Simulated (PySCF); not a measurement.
A family of related molecules: triple bonds. All species are isolated molecules in the gas phase. Strings in code marks are SMILES.

The four lowest singlet excitations (Tamm–Dancoff). Computed with PBE0-D4/def2-TZVP in PySCF. Excitations are Tamm–Dancoff values on a coarser integration grid. The basis has no diffuse functions, so Rydberg states are missing or too high.

```csv
state,energy (eV),wavelength (nm),oscillator strength
S1,8.52,146,0.135
S2,8.52,146,0.135
S3,8.63,144,0.000
S4,8.96,138,0.000
```

Problem. Identify which member gives these states.
A) `B=N`
B) `[O+]#[Ge-]`
C) `[Si-]#[S+]`
D) `[C-]#[NH+]`

Solution. D, `[C-]#[NH+]`
